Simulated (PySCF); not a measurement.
**Radial density of Se²⁺ (selenium, charge +2)**

UHF, [Ar] 3d10 4s2 4p1 5s1, high-spin 3P determinant (an excited configuration). All numbers are calculated (PySCF 2.14, scalar relativity through the core potential, in aug-cc-pVTZ-PP with one added diffuse shell each of s, d, f type with ECP10MDF (7s5p5d3f, 68 functions)). This is the valence pseudo-density: the core potential removes the inner electrons and smooths the orbitals near the nucleus.

| r (bohr) | 4πr²ρ (e/bohr) | 4πr²(ρα − ρβ) |
| --- | --- | --- |
| 0.000597 | 2.939e-05 | 0.0000 |
| 0.00100 | 8.293e-05 | 0.0000 |
| 0.00169 | 0.0002329 | 0.0000 |
| 0.00284 | 0.0006458 | 0.0000 |
| 0.00478 | 0.001731 | 0.0000 |
| 0.00803 | 0.004287 | 0.0000 |
| 0.0135 | 0.009337 | 0.0001 |
| 0.0227 | 0.01811 | 0.0002 |
| 0.0382 | 0.03221 | 0.0003 |
| 0.0643 | 0.1056 | 0.0004 |
| 0.108 | 0.7807 | 0.0008 |
| 0.182 | 4.978 | 0.0090 |
| 0.306 | 19.95 | 0.0889 |
| 0.515 | 32.18 | 0.1064 |
| 0.866 | 11.88 | 0.0707 |
| 1.46 | 3.090 | 0.7065 |
| 2.45 | 0.9845 | 0.5170 |
| 4.12 | 0.3053 | 0.2980 |
| 6.93 | 0.02596 | 0.0260 |

⟨L²⟩ = 3.89 against 2 for a pure P term, so this real determinant mixes terms. Energies and moments cover only the electrons outside the core potential. The outer electron is Rydberg-like, and this basis confines it to a smaller radius and binds it less than a complete one would. The s, p, d and f populations moved away from the nominal configuration during the SCF.
